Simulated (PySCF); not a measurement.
ClF3H2Si2, SMILES F[Si](F)([SiH2]Cl)F.

The structure is a stationary point at B3LYP-D3(BJ)/def2-SVP. This is a generated structure with no PubChem entry under its InChIKey; it may be hypothetical. The values are those of a single conformer.

Two levels are set side by side: PBE/def2-TZVP (PySCF) and r2SCAN/def2-TZVP (PySCF). Same geometry, gas phase. Differences are taken from unrounded values.

```json
[
 {"quantity": "orbital gap (eV)", "r2SCAN": "6.20"},
 {"quantity": "highest occupied level (eV)", "r2SCAN": "-8.08"},
 {"quantity": "lowest empty level (eV)", "r2SCAN": "-1.88"},
 {"quantity": "dipole moment (D)", "r2SCAN": "1.94"},
 {"quantity": "mean polarisability (bohr³)", "r2SCAN": "59.8"}
]
```

Question: What does PBE give, and how far is it from r2SCAN? (An estimate is asked for; the answer gives what the named calculation found.)

Answer: 
| quantity | PBE | PBE minus r2SCAN |
|---|---|---|
| orbital gap (eV) | 5.59 | -0.61 |
| highest occupied level (eV) | -7.75 | 0.33 |
| lowest empty level (eV) | -2.15 | -0.27 |
| dipole moment (D) | 1.90 | -0.04 |
| mean polarisability (bohr³) | 62.1 | 2.3 |

Rough cost on one machine, each run with all the roots and properties that it gave: r2SCAN against PBE about 2 times.
